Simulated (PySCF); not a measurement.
## Which determinant of BiB lies lowest?

Unrestricted PBE0; Bi aug-cc-pVDZ-PP with ECP60, B aug-cc-pVDZ; scalar-relativistic core potentials (PySCF 2.14). Outer shells of the fragments: Bi 5d10 6s2 6p3; B 2s2 2p1.

Followed along the bond (rough minima from three points):

| 2Ms+1 | unpaired | ⟨S²⟩ at the start | R at minimum (Å) | Te (eV) |
| --- | --- | --- | --- | --- |
| 3 | σ ↑, π ↑ | 2.01 | 2.15 | 0.00 |
| 1 | σ ↓, π ↑ | 1.09 | 2.16 | 0.13 |
| 3 | π ↑↑ | 2.01 | 2.40 | 0.40 |
| 1 | π ↑↓ | 1.00 | 2.40 | 0.68 |
| 1 | none | 0.00 | 2.03 | 0.87 |

Solutions found at the starting distance of 2.275 Å, counted from the lowest of them; the search is not exhaustive and high or unbound solutions are not listed, so other states can lie among these:

```json
{"2Ms+1": "3", "unpaired": "σ ↑, π ↑", "term": "³Π", "E (eV)": "0.00", "⟨S²⟩": "2.01", "⟨Lz²⟩": "1.01", "μ (D)": "-1.09"}
{"2Ms+1": "1", "unpaired": "σ ↓, π ↑", "term": "mixed", "E (eV)": "0.13", "⟨S²⟩": "1.09", "⟨Lz²⟩": "1.00", "μ (D)": "-1.07"}
{"2Ms+1": "3", "unpaired": "π ↑↑", "term": "³Σ⁻", "E (eV)": "0.35", "⟨S²⟩": "2.01", "⟨Lz²⟩": "0.00", "μ (D)": "-2.41"}
{"2Ms+1": "1", "unpaired": "π ↑↓", "term": "mixed", "E (eV)": "0.63", "⟨S²⟩": "1.00", "⟨Lz²⟩": "2.01", "μ (D)": "-2.50"}
{"2Ms+1": "1", "unpaired": "none", "term": "¹Σ⁺", "E (eV)": "1.17", "⟨S²⟩": "0.00", "⟨Lz²⟩": "0.00", "μ (D)": "-0.74"}
{"2Ms+1": "5", "unpaired": "σ ↑, π ↑↑↑", "term": "⁵Π", "E (eV)": "1.26", "⟨S²⟩": "6.01", "⟨Lz²⟩": "1.01", "μ (D)": "-1.80"}
{"2Ms+1": "1", "unpaired": "none", "term": "mixed", "E (eV)": "1.35", "⟨S²⟩": "0.00", "⟨Lz²⟩": "2.00", "μ (D)": "-2.69"}
{"2Ms+1": "3", "unpaired": "σ ↑, π ↑↑↓", "term": "mixed", "E (eV)": "1.74", "⟨S²⟩": "3.01", "⟨Lz²⟩": "3.01", "μ (D)": "-1.71"}
{"2Ms+1": "3", "unpaired": "σ ↓, π ↑↑↑", "term": "mixed", "E (eV)": "1.93", "⟨S²⟩": "3.02", "⟨Lz²⟩": "1.01", "μ (D)": "-2.21"}
{"2Ms+1": "1", "unpaired": "σ ↑, π ↑↓↓", "term": "mixed", "E (eV)": "2.15", "⟨S²⟩": "2.02", "⟨Lz²⟩": "3.01", "μ (D)": "-2.20"}
```

A term symbol is given only where ⟨S²⟩ and ⟨Lz²⟩ are close to those of a pure state; real π, δ and φ orbitals otherwise mix terms. A positive dipole means Bi(−)B(+).

Spin–orbit coupling is left out, which matters for elements this heavy, above all for dissociation energies.
